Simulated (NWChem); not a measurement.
# C$_{3}$H$_{6}$O$_{2}$; SMILES C(COC)=O

```xyz
11

C     -0.7112    -1.8011     0.1520
O      0.4939    -1.2088    -0.3016
C      0.7361     0.0554     0.2700
C     -0.1006     1.1592    -0.3706
O     -0.2877     2.2428     0.1330
H     -0.6930    -1.9629     1.2409
H     -0.8002    -2.7662    -0.3522
H     -1.5940    -1.1900    -0.0927
H      1.7924     0.2907     0.0809
H      0.5832     0.0682     1.3608
H     -0.5030     0.8955    -1.3756
```
Atoms are numbered in this order, from 1.

All runs use the structure optimised with B3LYP/6-31G* (spherical d).

**Question.** Give the principal values of the shielding tensors (ppm) of C1, O2, C3, C4, O5 from B3LYP/6-31G* (spherical d), GIAO (NWChem), with their diamagnetic and paramagnetic parts as GIAO splits them.

**Answer.** 
```json
[
 {"atom": "C1", "σ11": "103.3", "σ22": "111.7", "σ33": "184.9", "isotropic": "133.3", "diamagnetic": "248.4", "paramagnetic": "-115.1"},
 {"atom": "O2", "σ11": "301.8", "σ22": "312.8", "σ33": "341.4", "isotropic": "318.6", "diamagnetic": "390.2", "paramagnetic": "-71.5"},
 {"atom": "C3", "σ11": "95.3", "σ22": "105.7", "σ33": "144.6", "isotropic": "115.2", "diamagnetic": "249.0", "paramagnetic": "-133.9"},
 {"atom": "C4", "σ11": "-88.2", "σ22": "-24.6", "σ33": "89.5", "isotropic": "-7.8", "diamagnetic": "251.3", "paramagnetic": "-259.0"},
 {"atom": "O5", "σ11": "-952.7", "σ22": "-407.0", "σ33": "382.0", "isotropic": "-325.9", "diamagnetic": "399.4", "paramagnetic": "-725.3"}
]
```
